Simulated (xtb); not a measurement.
AsF3, charge +1, doublet, from a rough starting geometry (a state made from the parent by changing its charge; the spin is typed, not shown lowest); GFN2-xTB run with xtb 6.7.1.

Input for xtb:
```
$ xtb mol.xyz --gfn 2 --chrg 1 --uhf 1 --opt vtight --json

# file mol.xyz
4

F     -0.86967192    -1.14154364    -0.20908416
As     0.06301555    -0.00330969     0.65485336
F      1.40816272    -0.10418539    -0.23269292
F     -0.62881786     1.27298426    -0.18250193
```

### Question
What does xtb print? Leave out banner, timings and long lists.

### Answer

```
   ID    Z sym.   atoms
    1    9 F      1, 3, 4
    2   33 As     2

           -------------------------------------------------
          |                Calculation Setup                |
           -------------------------------------------------

           -------------------------------------------------
          |                 G F N 2 - x T B                 |
           -------------------------------------------------

          ...................................................
          :                      SETUP                      :
          :.................................................:
          :  # basis functions                  22          :
          :  # atomic orbitals                  21          :
          :  # shells                            9          :
          :  # electrons                        25          :
          :  max. iterations                   250          :
          :  Hamiltonian                  GFN2-xTB          :
          :  restarted?                      false          :
          :  GBSA solvation                  false          :
          :  PC potential                    false          :
          :  electronic temp.          300.0000000     K    :
          :  accuracy                    1.0000000          :
          :  -> integral cutoff          0.2500000E+02      :
          :  -> integral neglect         0.1000000E-07      :
          :  -> SCF convergence          0.1000000E-05 Eh   :
          :  -> wf. convergence          0.1000000E-03 e    :
          :  Broyden damping             0.4000000          :
          :  net charge                          1          :
          :  unpaired electrons                  1          :
          ...................................................

 iter      E             dE          RMSdq      gap      omega  full diag
   1    -15.9559059 -0.159559E+02  0.846E+00    8.20       0.0  T
   2    -15.9963907 -0.404849E-01  0.384E+00    7.51       1.0  T
   3    -15.9960500  0.340774E-03  0.202E+00    7.55       1.0  T
   4    -16.0012632 -0.521323E-02  0.964E-01    7.47       1.0  T
   5    -16.0023564 -0.109320E-02  0.339E-01    7.45       1.0  T
   6    -16.0022229  0.133510E-03  0.297E-01    7.48       1.0  T
   7    -16.0024293 -0.206407E-03  0.857E-02    7.48       1.0  T
   8    -16.0024385 -0.920377E-05  0.506E-02    7.47       1.0  T
   9    -16.0024431 -0.461865E-05  0.304E-02    7.48       1.6  T
  10    -16.0024459 -0.283689E-05  0.380E-03    7.47      13.2  T
  11    -16.0024460 -0.507879E-07  0.642E-04    7.47      77.8  T
  12    -16.0024460  0.659803E-09  0.473E-04    7.47     105.7  T

   *** convergence criteria satisfied after 12 iterations ***

         :::::::::::::::::::::::::::::::::::::::::::::::::::::
         ::                     SUMMARY                     ::
         :::::::::::::::::::::::::::::::::::::::::::::::::::::
         :: total energy             -15.985567302469 Eh    ::
         :: gradient norm              0.039947571341 Eh/a0 ::
         :: HOMO-LUMO gap              7.474903029768 eV    ::
         ::.................................................::
         :: SCC energy               -16.002445951866 Eh    ::
         :: -> isotropic ES            0.204401772868 Eh    ::
         :: -> anisotropic ES          0.006927661920 Eh    ::
         :: -> anisotropic XC         -0.007974706082 Eh    ::
         :: -> dispersion             -0.001363993919 Eh    ::
         :: repulsion energy           0.016878649397 Eh    ::
         :: add. restraining           0.000000000000 Eh    ::
         :: total charge               1.000000000000 e     ::
         :::::::::::::::::::::::::::::::::::::::::::::::::::::

      -----------------------------------------------------------
     |                   =====================                   |
     |                        A N C O P T                        |
[...]
 * total energy  :   -15.9855673 Eh     change       -0.7508376E-09 Eh
 * total energy  :   -15.9875875 Eh     change       -0.2020184E-02 Eh
 * total energy  :   -15.9885784 Eh     change       -0.9908684E-03 Eh
 * total energy  :   -15.9887149 Eh     change       -0.1365362E-03 Eh
 * total energy  :   -15.9888050 Eh     change       -0.9013379E-04 Eh
 * total energy  :   -15.9888369 Eh     change       -0.3186533E-04 Eh
 * total energy  :   -15.9888413 Eh     change       -0.4380687E-05 Eh
 * total energy  :   -15.9888422 Eh     change       -0.9378077E-06 Eh
 * total energy  :   -15.9888425 Eh     change       -0.2682396E-06 Eh
 * total energy  :   -15.9888425 Eh     change       -0.3940904E-07 Eh
   *** GEOMETRY OPTIMIZATION CONVERGED AFTER 10 ITERATIONS ***
         :: total energy             -15.988842516596 Eh    ::
[...]
           -------------------------------------------------

    * Orbital Energies and Occupations

         #    Occupation            Energy/Eh            Energy/eV
      -------------------------------------------------------------
         1        2.0000           -1.1684157             -31.7942
         2        2.0000           -1.1588407             -31.5337
         3        2.0000           -1.1588220             -31.5332
         4        2.0000           -0.9779456             -26.6113
         5        2.0000           -0.8968876             -24.4056
         6        2.0000           -0.8968853             -24.4055
         7        2.0000           -0.8898434             -24.2139
         8        2.0000           -0.8539253             -23.2365
         9        2.0000           -0.8539233             -23.2364
        10        2.0000           -0.8455830             -23.0095
        11        2.0000           -0.8450255             -22.9943
        12        2.0000           -0.8450185             -22.9941
        13        1.0000           -0.8111287             -22.0719 (HOMO)
        14                         -0.5256101             -14.3026 (LUMO)
        15                         -0.5255525             -14.3010
        16                         -0.3317782              -9.0281
        17                         -0.2280564              -6.2057
        18                         -0.2202717              -5.9939
        19                         -0.2202680              -5.9938
        20                          0.3291877               8.9577
        21                          0.3292837               8.9603
      -------------------------------------------------------------
                  HL-Gap            0.2855186 Eh            7.7694 eV
             Fermi-level           -0.7479996 Eh          -20.3541 eV

     #   Z          covCN         q      C6AA      α(0)
     1   9 F        0.739     0.058     8.887     3.521
     2  33 As       2.216     0.825   206.575    26.910
     3   9 F        0.739     0.058     8.887     3.521
     4   9 F        0.739     0.058     8.887     3.521

 Mol. C6AA /au·bohr⁶  :        520.587161
 Mol. C8AA /au·bohr⁸  :      25775.567175
 Mol. α(0) /au        :         37.471997

Wiberg/Mayer (AO) data.
largest (>0.10) Wiberg bond orders for each atom

 ---------------------------------------------------------------------------
     #   Z sym  total        # sym  WBO       # sym  WBO       # sym  WBO
 ---------------------------------------------------------------------------
     1   9 F    1.543 --     2 As   1.259     4 F    0.142     3 F    0.142
     2  33 As   3.777 --     3 F    1.259     1 F    1.259     4 F    1.259
     3   9 F    1.543 --     2 As   1.259     4 F    0.142     1 F    0.142
     4   9 F    1.542 --     2 As   1.259     1 F    0.142     3 F    0.142
 ---------------------------------------------------------------------------

Topologies differ in total number of bonds
Writing topology from bond orders to xtbtopo.mol

molecular dipole:
                 x           y           z       tot (Debye)
 q only:        0.013      -0.000       0.911
   full:        0.017      -0.002       1.034       2.628
molecular quadrupole (traceless):
                xx          xy          yy          xz          yz          zz
 q only:       -0.248       0.000      -0.248       0.004       0.006       0.496
  q+dip:       -0.668      -0.000      -0.669       0.038      -0.009       1.337
   full:       -0.820      -0.001      -0.821       0.052      -0.015       1.641

optimized geometry written to: xtbopt.xyz

           -------------------------------------------------
          | TOTAL ENERGY              -15.988842516596 Eh   |
          | GRADIENT NORM               0.000047562726 Eh/α |
          | HOMO-LUMO GAP               7.769356703998 eV   |
           -------------------------------------------------

normal termination of xtb
```
